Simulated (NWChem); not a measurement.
C2H6N anion

```xyz
9

C      1.1523     0.0000     0.1552
N      0.0000     0.0000    -0.6490
C     -1.1523     0.0000     0.1552
H      1.2465    -0.8922     0.8670
H      1.2465     0.8922     0.8670
H      2.0817     0.0000    -0.4504
H     -1.2465    -0.8922     0.8670
H     -2.0817     0.0000    -0.4504
H     -1.2465     0.8922     0.8670
```
Atoms are numbered in this order, from 1.

Computed with NWChem. Pople sets run with spherical d functions. Sets without diffuse functions describe the anion's extra electron poorly. Structure relaxed at the B3LYP/def2-SVPD level. The highest occupied level is positive in some or all of these runs, so the extra electron may be held by the finite basis. B3LYP is NWChem's, with the RPA form of VWN correlation. Atomic charges in e: unrestrained fits to the electrostatic potential beside Mulliken populations; buried atoms are poorly determined by the fit.

For level Hartree-Fock/6-31G*:

```yaml
ESP C1: 0.81
Mulliken C1: -0.16
Mulliken N2: -0.75
ESP C3: 0.81
Mulliken C3: -0.16
```

Task: How do the values read with level B3LYP/def2-SVP instead?

Result: The ESP C1 comes out as 0.95, the Mulliken C1 is 0.20 and the Mulliken N2 comes out as -0.52. The ESP C3 is 0.94 and the Mulliken C3 is 0.20.
